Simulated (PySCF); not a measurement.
## A search over the determinants of ZrH⁺

Unrestricted PBE0; basis Zr def2-TZVPPD with ECP28, H def2-TZVPPD; scalar-relativistic core potentials; PySCF 2.14. Outer shells of the fragments: Zr+ 4d2 5s1; H 1s1.

Followed along the bond (rough minima from three points):

```json
{"2Ms+1": "3", "unpaired": "σ ↑, δ ↑", "⟨S²⟩ at the start": "2.01", "R at minimum (Å)": "1.80", "Te (eV)": "0.00"}
{"2Ms+1": "3", "unpaired": "π ↑, δ ↑", "⟨S²⟩ at the start": "2.01", "R at minimum (Å)": "1.81", "Te (eV)": "0.05"}
{"2Ms+1": "1", "unpaired": "π ↓, δ ↑", "⟨S²⟩ at the start": "1.00", "R at minimum (Å)": "1.79", "Te (eV)": "0.29"}
{"2Ms+1": "3", "unpaired": "δ ↑↑", "⟨S²⟩ at the start": "2.00", "R at minimum (Å)": "1.82", "Te (eV)": "0.36"}
{"2Ms+1": "1", "unpaired": "π ↓, δ ↑", "⟨S²⟩ at the start": "1.01", "R at minimum (Å)": "1.81", "Te (eV)": "0.51"}
{"2Ms+1": "1", "unpaired": "δ ↑↓", "⟨S²⟩ at the start": "1.00", "R at minimum (Å)": "1.82", "Te (eV)": "0.59"}
```

Solutions found at the starting distance of 1.825 Å, counted from the lowest of them; the search is not exhaustive and high or unbound solutions are not listed, so other states can lie among these:

```json
{"2Ms+1": "3", "unpaired": "σ ↑, δ ↑", "term": "³Δ", "E (eV)": "0.00", "⟨S²⟩": "2.01", "⟨Lz²⟩": "4.01", "μ (D)": "-2.80"}
{"2Ms+1": "3", "unpaired": "π ↑, δ ↑", "term": "mixed", "E (eV)": "0.05", "⟨S²⟩": "2.01", "⟨Lz²⟩": "4.29", "μ (D)": "-3.02"}
{"2Ms+1": "1", "unpaired": "π ↓, δ ↑", "term": "mixed", "E (eV)": "0.29", "⟨S²⟩": "1.00", "⟨Lz²⟩": "3.61", "μ (D)": "-2.87"}
{"2Ms+1": "3", "unpaired": "δ ↑↑", "term": "³Σ⁻", "E (eV)": "0.36", "⟨S²⟩": "2.00", "⟨Lz²⟩": "0.00", "μ (D)": "-3.18"}
{"2Ms+1": "1", "unpaired": "π ↓, δ ↑", "term": "mixed", "E (eV)": "0.51", "⟨S²⟩": "1.01", "⟨Lz²⟩": "5.01", "μ (D)": "-3.02"}
{"2Ms+1": "1", "unpaired": "δ ↑↓", "term": "mixed", "E (eV)": "0.59", "⟨S²⟩": "1.00", "⟨Lz²⟩": "8.01", "μ (D)": "-3.17"}
{"2Ms+1": "3", "unpaired": "σ ↑, π ↑", "term": "mixed", "E (eV)": "0.59", "⟨S²⟩": "2.01", "⟨Lz²⟩": "1.32", "μ (D)": "-2.44"}
{"2Ms+1": "1", "unpaired": "σ ↓, δ ↑", "term": "mixed", "E (eV)": "0.66", "⟨S²⟩": "1.00", "⟨Lz²⟩": "4.00", "μ (D)": "-2.72"}
{"2Ms+1": "1", "unpaired": "π ↑↓", "term": "mixed", "E (eV)": "0.78", "⟨S²⟩": "1.02", "⟨Lz²⟩": "2.03", "μ (D)": "-2.89"}
{"2Ms+1": "1", "unpaired": "σ ↑, π ↓", "term": "mixed", "E (eV)": "0.91", "⟨S²⟩": "1.00", "⟨Lz²⟩": "1.89", "μ (D)": "-2.65"}
{"2Ms+1": "1", "unpaired": "none", "term": "mixed", "E (eV)": "1.13", "⟨S²⟩": "0.00", "⟨Lz²⟩": "8.00", "μ (D)": "-3.11"}
{"2Ms+1": "1", "unpaired": "none", "term": "¹Σ⁺", "E (eV)": "1.37", "⟨S²⟩": "0.00", "⟨Lz²⟩": "0.00", "μ (D)": "-2.54"}
{"2Ms+1": "1", "unpaired": "none", "term": "mixed", "E (eV)": "1.72", "⟨S²⟩": "0.00", "⟨Lz²⟩": "2.02", "μ (D)": "-2.77"}
{"2Ms+1": "5", "unpaired": "σ ↑↑, π ↑↑", "term": "mixed", "E (eV)": "2.68", "⟨S²⟩": "6.00", "⟨Lz²⟩": "2.00", "μ (D)": "0.16"}
```

A term symbol is given only where ⟨S²⟩ and ⟨Lz²⟩ are close to those of a pure state; real π, δ and φ orbitals otherwise mix terms. A positive dipole points towards H; it is taken about the centre of mass and depends on that origin.

Spin–orbit coupling is left out. With d or f electrons several states lie close, and the lowest PBE0 determinant need not be the measured ground state.
